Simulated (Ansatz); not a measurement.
# Which method gave which barrier?

Saddle point of Si2H4F2, closed shell (Si₂H₄F₂ ([F][SiH]([F])[SiH3]) → SiF₂ + SiH₄; bonds formed: Si1–H3; bonds broken: Si1–Si2, Si2–H3), PBE0-D4/def2-TZVP structure:

Si1  (-0.610, -0.754, 0.473)
Si2  (0.602, 1.176, -0.080)
H3  (0.475, -0.393, -0.823)
F4  (0.194, 1.977, -1.400)
F5  (2.200, 1.204, -0.065)
H6  (-0.854, -0.666, 1.943)
H7  (-1.818, -0.376, -0.297)
H8  (-0.189, -2.167, 0.249)
(Å)

Ansatz 0.2.0; basis: def2-TZVPP, with def2-QZVPP for the basis limit; cores frozen in the correlated methods. Extrapolation: Hartree–Fock as exp(−7.88 √X), correlation as X^−2.97. Four methods, as single points on the PBE0-D4 structures, gave these electronic barriers from the start structure: 49.91, 55.47, 60.09, 68.81 kcal/mol.

Task: The methods were, in alphabetical order, HF, MP2, PBE0-D4, SPW92. Which gave which? (A judgement: the text doesn't fix the answer.)

Result: The calculation gives: SPW92 49.91; PBE0-D4 55.47; MP2 60.09; HF 68.81 kcal/mol. For comparison, CCSD(T) at an estimated basis limit (MP2 extrapolated from triple and quadruple zeta, plus CCSD(T) − MP2 in triple zeta) gives 57.98 kcal/mol.

The T1 diagnostic stays at or below 0.014. The restricted Hartree–Fock reference is unstable towards an unrestricted one at one or more of these structures.

Losses and insertions of silylenes and their heavier kin drive the gas-phase chemistry of silicon and germanium vapour deposition.

Labels in which every atom is bracketed show which atoms are joined, not bond orders.

For scale, one of the runs: CCSD(T)/def2-TZVPP, 202 basis functions, launched by `ansatz run in.yaml --threads 4 --pin off --events-out ev --progress --plain --max-ram 9574MiB`. The run took 31 s on 4 CPU threads of an Arm Neoverse V2 (shared host), with 2.5 GiB of host memory at its peak.
